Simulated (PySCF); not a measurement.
PBE on Si⁻ (silicon, charge -1), [Ne] 3s2 3p3, high-spin 4S determinant. All numbers are calculated (PySCF 2.14, scalar relativity by spin-free X2C-1e, in aug-cc-pCVTZ-DK (8s7p5d3f, 75 functions)).

```
cycle= 1 E= -289.895657259056  delta_E= -0.00954  |g|= 0.0145  |ddm|= 0.351
cycle= 2 E= -289.895667552138  delta_E= -1.03e-05  |g|= 0.00671  |ddm|= 0.0329
cycle= 3 E= -289.895683075385  delta_E= -1.55e-05  |g|= 0.00303  |ddm|= 0.0279
cycle= 4 E= -289.89569356719  delta_E= -1.05e-05  |g|= 0.000633  |ddm|= 0.0126
cycle= 5 E= -289.89569395858  delta_E= -3.91e-07  |g|= 1.58e-05  |ddm|= 0.00197
cycle= 6 E= -289.895693958907  delta_E= -3.28e-10  |g|= 9.73e-07  |ddm|= 7.67e-05
converged SCF energy = -289.895693958907  <S^2> = 3.7504153  2S+1 = 4.0002076
```

Highest occupied orbital energy: 1.160 eV; ⟨L²⟩ = 0.00; populations by l: s 6.00, p 9.00, d 0.00, f 0.00.

(1) Can this result be used?

## Answers

(1) With care. Self-consistency was reached. At PBE the highest occupied level has a positive energy, so only the finite basis holds that electron; in a semilocal or global hybrid functional this comes from self-interaction and does not mean that the real anion is unbound.
